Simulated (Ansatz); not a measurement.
Ansatz (an electronic-structure program) input (wB97X-V/def2-TZVPD):

Ansatz 0.2 input:
```yaml
crystal:
  periodic: [false, false, false]
  atoms:
    - {symbol: Cu, position_ang: [0.00000000, 0.00000000, 0.00000000]}
    - {symbol: F, position_ang: [-0.00000000, -0.00000000, -1.81163028]}
    - {symbol: F, position_ang: [0.00000000, 0.00000000, 1.81163028]}
basis:
  gaussian:
    orbitals: def2-TZVPD
hamiltonian:
  xc: {name: wB97X-V}
total_charge: -1
magnetization: {spin_polarized: true, initial_magnetization: 2}
```

Output:

```
Functional definition: wB97X-V
integrals: 0.07 GiB planned
932 factors; their error is unknown
integrals: 0.10 GiB planned
182 factors; integrals over basis functions are off by at most 8.4e-5 eV
mean field: 0.86 GiB planned
mean field evaluation 1: about -50056.1070 eV, gradient 8.9e1 eV
mean field evaluation 2: about -50010.1894 eV, gradient 2.0e2 eV
mean field evaluation 4: about -50070.3537 eV, gradient 9.0e0 eV
mean field evaluation 8: about -50070.6587 eV, gradient 1.8e-1 eV
mean field evaluation 16: about -50070.7428 eV, gradient 1.3e-3 eV
mean field evaluation 32: about -50071.0982 eV, gradient 2.5e-5 eV
mean field -50071.09815625 eV, -1840.0789178328 hartree, gradient 8.0e-6 eV, S^2 2.002149; 3 other end points of the search recorded, 0 dependent functions left out
reference -50071.09815822 eV, -1840.0789179054 hartree; 25, 23 occupied and 103, 105 virtual orbitals, 932 factors
Total energy: -50071.09815822 eV, -1840.0789179054 hartree
```

This state (charge -1, triplet) is run at the relaxed geometry of the species with charge -1 and multiplicity 1, and is a spin state other than that species' own.
